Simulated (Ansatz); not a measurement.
Cost and result up the ladder for Si₂Ge₃ (5 atoms). Total charge 0; singlet. Geometry: PBE-D4/def2-SVP.

```
atom    x (Å)    y (Å)    z (Å)
 Si1   0.3559  -1.0967   0.3824
 Si2  -1.7995  -0.8014   0.9826
 Ge3   0.5061   1.5639   0.2169
 Ge4   2.2734  -0.1135  -0.4982
 Ge5  -1.3358   0.4477  -1.0837
```

Ansatz on 4 threads of Intel Xeon on a shared host. Times are rough, and most runs start from the orbitals of an earlier one. No level here is sound enough to serve as a yardstick. Binding counts from free atoms at the same level (Si triplet, Ge triplet; other spins of the atoms weren't run), without zero-point energy or a counterpoise term.

LC-ωPBE has ω = 0.4 bohr⁻¹. Correlated methods freeze 37 core orbitals; core or outer-core shells of Ge are correlated, in sets that lack core-valence functions. The rows differ in basis, and correlated rows in double-zeta sets carry the largest basis error. Another isomer (singlet) lies 0.07 eV lower at PBE0-D4/def2-TZVP; other spin states weren't run for this one.

Run but left out: B2PLYP/def2-TZVP (restricted singlet, unstable in another Hartree–Fock run and untested here).

Correlated methods converge slowly with the basis, most of all in double-zeta sets.

```json
{"level": "PBE-D4/def2-TZVP (with forces)", "functions": "218", "wall time": "2.3 s"}
{"level": "LC-ωPBE/def2-TZVP", "functions": "218", "wall time": "3.4 s"}
{"level": "r2SCAN-D4/def2-TZVP", "functions": "218", "wall time": "4.4 s"}
{"level": "PBE0-D4/def2-TZVP", "functions": "218", "wall time": "5.5 s"}
{"level": "CCSD(T)/def2-SVP", "functions": "132", "wall time": "10 s"}
```

Estimate what each level gives for the binding energy per atom (eV).


| level | binding energy per atom (eV) | remarks |
| --- | --- | --- |
| PBE-D4/def2-TZVP (with forces) | 3.12 | restricted SCF unstable in HF |
| LC-ωPBE/def2-TZVP | 2.58 | restricted SCF unstable in HF |
| r2SCAN-D4/def2-TZVP | 2.99 | restricted SCF unstable in HF |
| PBE0-D4/def2-TZVP | 2.95 | restricted SCF unstable in HF |
| CCSD(T)/def2-SVP | 2.52 | large T1 (0.022), restricted SCF unstable |
